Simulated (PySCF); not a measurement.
PySCF job for C4H6OSe, SMILES O=C1CC[C@@H]1[SeH], TDA-M06-2X/def2-SVPD. Coordinates come from a B3LYP-D3(BJ)/def2-SVP optimisation. The structure was generated by enumeration; whether it is a known compound was not checked. The values are those of a single conformer.

```python
import numpy as np
from pyscf import gto, scf, dft, tdscf

mol = gto.M(
    atom='''
    O    -0.60978653    2.35810248    0.03767080
    C    -0.95230046    1.21151240    0.00726317
    C    -2.09731631    0.41076269    0.64062095
    C    -1.66948496   -0.80523844   -0.23166022
    C    -0.42553333   -0.02145011   -0.73999387
    Se    1.26447585   -0.66762012    0.06151284
    H    -1.96226257    0.27410572    1.72521514
    H    -3.09944230    0.83065179    0.46325724
    H    -2.37618949   -1.03321655   -1.04199070
    H    -1.45572566   -1.73129537    0.31905063
    H    -0.30017447    0.08762285   -1.82678955
    H     1.94771803    0.63287681   -0.08892611
    ''',
    basis='def2-SVPD',
    charge=0,
    spin=0,
    max_memory=1600,
    verbose=4,
)
mf = dft.RKS(mol, xc='m06-2x').density_fit(auxbasis='def2-universal-jkfit')
mf.grids.level = 4
mf.conv_tol = 1e-9
mf.max_cycle = 100
mf.kernel()
mf.grids = dft.Grids(mol).set(level=2).build(with_non0tab=True)  # coarser grid for the response kernel
td = tdscf.TDA(mf)
td.singlet = True
td.nstates = 10
td.conv_tol = 1e-4
td.positive_eig_threshold = 1e-6
td.kernel(x0=td.get_init_guess(mf, 15))
td.analyze()
tt = tdscf.TDA(mf)
tt.singlet = False
tt.nstates = 4
tt.conv_tol = 1e-4
tt.positive_eig_threshold = 1e-6
tt.kernel(x0=tt.get_init_guess(mf, 9))
tt.analyze(verbose=3)
```

Output:

```
PySCF version 2.14.0

[INPUT] verbose = 4
[INPUT] num. atoms = 12
[INPUT] num. electrons = 72
[INPUT] charge = 0
[INPUT] spin (= nelec alpha-beta = 2S) = 0
[INPUT] symmetry False subgroup None
[INPUT] Mole.unit = angstrom
[INPUT] Symbol           X                Y                Z      unit          X                Y                Z       unit  Magmom
[INPUT]  1 O     -0.609786530000   2.358102480000   0.037670800000 AA   -1.152329536149   4.456167860858   0.071187494893 Bohr   0.0
[INPUT]  2 C     -0.952300460000   1.211512400000   0.007263170000 AA   -1.799587057697   2.289426632515   0.013725402096 Bohr   0.0
[INPUT]  3 C     -2.097316310000   0.410762690000   0.640620950000 AA   -3.963353422483   0.776228986290   1.210598145159 Bohr   0.0
[INPUT]  4 C     -1.669484960000  -0.805238440000  -0.231660220000 AA   -3.154869343480  -1.521680116572  -0.437774369756 Bohr   0.0
[INPUT]  5 C     -0.425533330000  -0.021450110000  -0.739993870000 AA   -0.804141450574  -0.040534833242  -1.398385748157 Bohr   0.0
[INPUT]  6 Se     1.264475850000  -0.667620120000   0.061512840000 AA    2.389513047627  -1.261619182049   0.116242420744 Bohr   0.0
[INPUT]  7 H     -1.962262570000   0.274105720000   1.725215140000 AA   -3.708138841785   0.517984739977   3.260184120553 Bohr   0.0
[INPUT]  8 H     -3.099442300000   0.830651790000   0.463257240000 AA   -5.857097085892   1.569704387980   0.875429308822 Bohr   0.0
[INPUT]  9 H     -2.376189490000  -1.033216550000  -1.041990700000 AA   -4.490347356170  -1.952496306868  -1.969077047344 Bohr   0.0
[INPUT] 10 H     -1.455725660000  -1.731295370000   0.319050630000 AA   -2.750922809902  -3.271674090028   0.602918310570 Bohr   0.0
[INPUT] 11 H     -0.300174470000   0.087622850000  -1.826789550000 AA   -0.567247537886   0.165583188754  -3.452131936717 Bohr   0.0
[INPUT] 12 H      1.947718030000   0.632876810000  -0.088926110000 AA    3.680653644577   1.195963841488  -0.168045993223 Bohr   0.0

nuclear repulsion = 401.569908111812
number of shells = 80
number of NR pGTOs = 296
number of NR cGTOs = 192
basis = def2-SVPD
ecp = {}


******** <class 'pyscf.df.df_jk.DFRKS'> ********
method = DFRKS
initial guess = minao
damping factor = 0
level_shift factor = 0
DIIS = <class 'pyscf.scf.diis.CDIIS'>
diis_start_cycle = 1
diis_space = 8
diis_damp = 0
SCF conv_tol = 1e-09
SCF conv_tol_grad = None
SCF max_cycles = 100
direct_scf = False
XC library pyscf.dft.libxc version 7.1.2
    S. Lehtola, C. Steigemann, M. J. T. Oliveira, and M. A. L. Marques,  SoftwareX 7, 1–5 (2018)
XC functionals = m06-2x
    Y. Zhao and D. G. Truhlar,  Theor. Chem. Acc. 120, 215 (2008)
    Y. Zhao and D. G. Truhlar,  Theor. Chem. Acc. 120, 215 (2008)
radial grids:
    Treutler-Ahlrichs [JCP 102, 346 (1995); DOI:10.1063/1.469408] (M4) radial grids

becke partition: Becke, JCP 88, 2547 (1988); DOI:10.1063/1.454033
pruning grids: <function nwchem_prune>
grids dens level: 4
symmetrized grids: False
atomic radii adjust function: <function treutler_atomic_radii_adjust>
small_rho_cutoff = 0
Set gradient conv threshold to 3.16228e-05
Initial guess from minao.
tot grids = 267128
******** <class 'pyscf.df.df.DF'> ********
auxbasis = def2-universal-jkfit
init E= -2632.22947814013
  HOMO = -0.266292010526306  LUMO = -0.0948181078931016  gap/eV = 4.66604
cycle= 1 E= -2632.13123023899  delta_E= 0.0982  |g|= 0.716  |ddm|= 5.09
  HOMO = -0.233791805034586  LUMO = -0.0276805529012623  gap/eV = 5.60857
cycle= 2 E= -2631.94552817888  delta_E= 0.186  |g|= 1.27  |ddm|= 2.29
  HOMO = -0.284749938342376  LUMO = -0.0242788668874159  gap/eV = 7.08778
cycle= 3 E= -2632.2484646567  delta_E= -0.303  |g|= 0.0633  |ddm|= 1.44
  HOMO = -0.292153491256177  LUMO = -0.0239295425191259  gap/eV = 7.29875
cycle= 4 E= -2632.24938844703  delta_E= -0.000924  |g|= 0.0416  |ddm|= 0.202
  HOMO = -0.290230803895579  LUMO = -0.0214886618499364  gap/eV = 7.31285
cycle= 5 E= -2632.24984946721  delta_E= -0.000461  |g|= 0.00846  |ddm|= 0.102
  HOMO = -0.289613843743032  LUMO = -0.0209801494910358  gap/eV = 7.30990
cycle= 6 E= -2632.24987070991  delta_E= -2.12e-05  |g|= 0.00276  |ddm|= 0.0218
  HOMO = -0.289863287795461  LUMO = -0.0210530148639179  gap/eV = 7.31470
cycle= 7 E= -2632.24987313394  delta_E= -2.42e-06  |g|= 0.00132  |ddm|= 0.00862
  HOMO = -0.289840906778369  LUMO = -0.0210765704925766  gap/eV = 7.31345
cycle= 8 E= -2632.24987355899  delta_E= -4.25e-07  |g|= 0.000275  |ddm|= 0.00287
  HOMO = -0.289823482835953  LUMO = -0.0210449645760638  gap/eV = 7.31384
cycle= 9 E= -2632.24987358127  delta_E= -2.23e-08  |g|= 0.000104  |ddm|= 0.000898
  HOMO = -0.289828488796766  LUMO = -0.0210516382139176  gap/eV = 7.31379
cycle= 10 E= -2632.24987358443  delta_E= -3.16e-09  |g|= 2.59e-05  |ddm|= 0.000227
  HOMO = -0.289827657062754  LUMO = -0.0210505932970197  gap/eV = 7.31380
cycle= 11 E= -2632.24987358476  delta_E= -3.3e-10  |g|= 8.13e-06  |ddm|= 7.93e-05
  HOMO = -0.289828240942267  LUMO = -0.0210508761384696  gap/eV = 7.31380
Extra cycle  E= -2632.24987358481  delta_E= -5.28e-11  |g|= 6.04e-06  |ddm|= 3.32e-05
converged SCF energy = -2632.24987358481
tot grids = 101352
Overwritten attributes  positive_eig_threshold  of <class 'pyscf.tdscf.rks.TDA'>


******** <class 'pyscf.tdscf.rks.TDA'> for <class 'pyscf.df.df_jk.DFRKS'> ********
nstates = 10 singlet
deg_eia_thresh = 1.000e-03
wfnsym = None
conv_tol = 0.0001
eigh lindep = 1e-12
eigh level_shift = 0
eigh max_cycle = 100


Excitation energies (eV)
[3.80385849 4.45198733 5.56795433 6.21468082 6.79253137 6.86669533
 7.08503575 7.2159328  7.34758631 7.4301908 ]

** Singlet excitation energies and oscillator strengths **
Excited State   1:      3.80386 eV    325.94 nm  f=0.0067
      35 -> 37       -0.35977
      35 -> 38        0.12549
      35 -> 42       -0.13385
      36 -> 37       -0.53743
Excited State   2:      4.45199 eV    278.49 nm  f=0.0002
      35 -> 37        0.46526
      36 -> 37       -0.39859
      36 -> 38       -0.22417
      36 -> 42        0.14477
Excited State   3:      5.56795 eV    222.67 nm  f=0.0249
      35 -> 37       -0.17494
      36 -> 37        0.15634
      36 -> 38       -0.58331
      36 -> 39       -0.20627
      36 -> 42        0.16326
Excited State   4:      6.21468 eV    199.50 nm  f=0.0100
      35 -> 37        0.15453
      36 -> 38        0.17147
      36 -> 39       -0.63182
      36 -> 46       -0.10358
Excited State   5:      6.79253 eV    182.53 nm  f=0.0061
      36 -> 40        0.67535
      36 -> 43       -0.10314
Excited State   6:      6.86670 eV    180.56 nm  f=0.0693
      34 -> 37        0.17167
      35 -> 37        0.15400
      35 -> 38        0.38003
      35 -> 42       -0.10111
      36 -> 40        0.11703
      36 -> 41        0.40234
      36 -> 43        0.12965
Excited State   7:      7.08504 eV    174.99 nm  f=0.0808
      34 -> 37        0.31362
      35 -> 38       -0.17368
      36 -> 38       -0.19890
      36 -> 41        0.18670
      36 -> 42       -0.46775
      36 -> 43       -0.12071
      36 -> 45        0.16957
Excited State   8:      7.21593 eV    171.82 nm  f=0.0361
      34 -> 37       -0.31271
      35 -> 37        0.11583
      35 -> 38        0.41373
      35 -> 42       -0.10744
      36 -> 38       -0.10275
      36 -> 41       -0.17400
      36 -> 42       -0.27996
      36 -> 43       -0.16772
      36 -> 45        0.15236
Excited State   9:      7.34759 eV    168.74 nm  f=0.0046
      31 -> 37       -0.10755
      32 -> 37       -0.11385
      33 -> 37       -0.24760
      34 -> 37       -0.20255
      36 -> 41        0.34419
      36 -> 43       -0.38886
      36 -> 47        0.13150
      36 -> 48        0.10264
      36 -> 50       -0.10948
Excited State  10:      7.43019 eV    166.87 nm  f=0.0493
      31 -> 37        0.21198
      32 -> 37        0.11440
      33 -> 37        0.34847
      34 -> 37        0.21152
      36 -> 42        0.21600
      36 -> 43       -0.38993

** Transition electric dipole moments (AU) **
state          X           Y           Z        Dip. S.      Osc.
  1        -0.2254      0.1459      0.0170      0.0724      0.0067
  2        -0.0234      0.0328      0.0192      0.0020      0.0002
  3         0.2029     -0.2159     -0.3074      0.1823      0.0249
  4         0.0354      0.0030     -0.2537      0.0656      0.0100
  5        -0.1134     -0.0351     -0.1512      0.0369      0.0061
  6         0.5838     -0.2466      0.1006      0.4117      0.0693
  7         0.5535     -0.3941      0.0599      0.4653      0.0808
  8         0.2502      0.0785     -0.3682      0.2043      0.0361
  9         0.0047      0.0506     -0.1515      0.0255      0.0046
 10         0.4247     -0.1762     -0.2442      0.2710      0.0493

** Transition velocity dipole moments (imaginary part, AU) **
state          X           Y           Z        Dip. S.      Osc.
  1        -0.0205      0.0036      0.0273      0.0012      0.0056
  2        -0.0014      0.0002      0.0347      0.0012      0.0049
  3         0.0522     -0.0427     -0.0854      0.0119      0.0386
  4         0.0185     -0.0223     -0.1000      0.0108      0.0317
  5        -0.0220     -0.0051     -0.0334      0.0016      0.0043
  6         0.1128     -0.0409     -0.0286      0.0152      0.0402
  7         0.1147     -0.0723      0.0220      0.0189      0.0483
  8         0.0308     -0.0033     -0.0428      0.0028      0.0070
  9         0.0452      0.0086     -0.0108      0.0022      0.0055
 10         0.0414     -0.0379     -0.0315      0.0041      0.0101

** Transition magnetic dipole moments (imaginary part, AU) **
state          X           Y           Z
  1        -0.2271     -1.0386     -0.0371
  2         0.1986      0.1248      0.0940
  3        -0.1682     -0.6933      0.0844
  4         0.1439      0.0845      0.0068
  5        -0.1302     -0.1083      0.0357
  6         0.5285      0.2587      0.1997
  7        -0.1888      0.1110     -0.3111
  8        -0.2209     -0.7602      0.1438
  9        -0.0017      0.0100      0.4499
 10         0.3414     -0.5209     -0.3687


******** <class 'pyscf.tdscf.rks.TDA'> for <class 'pyscf.df.df_jk.DFRKS'> ********
nstates = 4 triplet
deg_eia_thresh = 1.000e-03
wfnsym = None
conv_tol = 0.0001
eigh lindep = 1e-12
eigh level_shift = 0
eigh max_cycle = 100


Excitation energies (eV)
[3.37033546 4.0574136  5.24457705 5.75877857]

** Triplet excitation energies and oscillator strengths **
Excited State   1:      3.37034 eV    367.87 nm  f=0.0000
Excited State   2:      4.05741 eV    305.57 nm  f=0.0000
Excited State   3:      5.24458 eV    236.40 nm  f=0.0000
Excited State   4:      5.75878 eV    215.30 nm  f=0.0000
```

The calculation finished and met its thresholds.
